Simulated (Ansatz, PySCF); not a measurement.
System: MgF2, net charge 0, singlet state. SMILES: [F][Mg][F]
Geometry from a B3LYP-D3(BJ)/def2-TZVP (Ansatz, a quantum-chemistry and plane-wave program) optimisation:
```xyz
3

Mg     0.0000     0.0000     0.0000
F      0.0000     0.0000     1.7511
F      0.0000     0.0000    -1.7511
```
Charge 0, spin multiplicity 1.

Quantity: vertical ionisation energy (to the doublet state of charge +1; each state is the SCF solution reached for its spin), in eV. Valence correlation only, unless marked. Open shells are spin-unrestricted. Spin-orbit coupling is left out. No relativistic terms. 

```json
[
 {"level": "SVWN5/def2-TZVPD", "program": "Ansatz", "vertical ionisation energy (eV)": "12.71"},
 {"level": "PBE/def2-TZVPD", "program": "Ansatz", "vertical ionisation energy (eV)": "12.34"},
 {"level": "r2SCAN/def2-TZVPD", "program": "Ansatz", "vertical ionisation energy (eV)": "12.48"},
 {"level": "B3LYP/def2-TZVPD", "program": "Ansatz", "vertical ionisation energy (eV)": "12.93"},
 {"level": "PBE0/def2-TZVPD", "program": "Ansatz", "vertical ionisation energy (eV)": "12.90"},
 {"level": "BHLYP/def2-TZVPD", "program": "Ansatz", "vertical ionisation energy (eV)": "13.42"},
 {"level": "CAM-B3LYP/def2-TZVPD", "program": "Ansatz", "vertical ionisation energy (eV)": "13.43"},
 {"level": "wB97M-V/def2-TZVPD", "program": "Ansatz", "vertical ionisation energy (eV)": "13.47"},
 {"level": "wB97X-V/def2-TZVPD", "program": "Ansatz", "vertical ionisation energy (eV)": "13.47"},
 {"level": "CCSD/def2-SVPD", "program": "Ansatz", "vertical ionisation energy (eV)": "13.77"},
 {"level": "CCSD/def2-TZVPPD", "program": "Ansatz", "vertical ionisation energy (eV)": "13.71"},
 {"level": "CCSD(T)/def2-SVPD", "program": "Ansatz", "vertical ionisation energy (eV)": "13.83"},
 {"level": "CCSD(T)/def2-TZVPPD", "program": "Ansatz", "vertical ionisation energy (eV)": "13.82"}
]
```

For comparison, minus the highest occupied orbital energy (PySCF): 15.47 eV at HF/def2-TZVPD, 8.41 eV at TPSS/def2-TZVPD, 12.38 eV at M06-2X/def2-TZVPD.
